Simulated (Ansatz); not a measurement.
The cluster SiTe2⁻. Charge -1, multiplicity 4. Geometry r2SCAN-D4/def2-TZVPD; atoms count from 1.

```csv
atom,x (Å),y (Å),z (Å)
Si1,0.078,0.013,1.036
Te2,-0.980,-1.676,-0.426
Te3,0.902,1.663,-0.610
```

In the def2 sets Te takes a core potential; there is no spin–orbit coupling. The highest occupied level of the charge -1 quartet lies above zero (up to 0.14 eV). It is a level of α spin, whose loss leaves a triplet; that state wasn't run at this geometry and level. The electron is either unbound and held by the finite basis, or the level is raised by self-interaction error. At PBE0-D4/def2-TZVPD a doublet of charge -1 lies 1.76 eV below the quartet, each at its own geometry. The structure comes from a short search, and lower isomers may exist.

Q: Estimate the Mulliken populations from the PBE0/def2-TZVPD orbitals of Ansatz.

A: 
```json
{"atom": "Si1", "charge (e)": "-0.38", "spin (α − β)": "1.19"}
{"atom": "Te2", "charge (e)": "-0.31", "spin (α − β)": "0.91"}
{"atom": "Te3", "charge (e)": "-0.31", "spin (α − β)": "0.91"}
```
Mulliken values and Mayer orders depend strongly on the basis. With diffuse functions, as here, like atoms can get unlike values, and bond orders can come out too low or too high.

Q: Where does the spin sit?

A: Summed by element: Si 1.19, Te 1.81, of 3 unpaired in all. Largest on single atoms: Si1 1.19, Te2 0.91, Te3 0.91.

Q: And the Mayer bond orders between bonded heavy atoms (over 0.3)?

A: Si1–Te2 1.27 (2.47 Å); Si1–Te3 1.27 (2.47 Å). Values over 0.3 also appear between atoms too far apart for a bond (Te2–Te3 0.38 at 3.84 Å); they arise where an orbital or an unpaired electron spreads over both atoms.
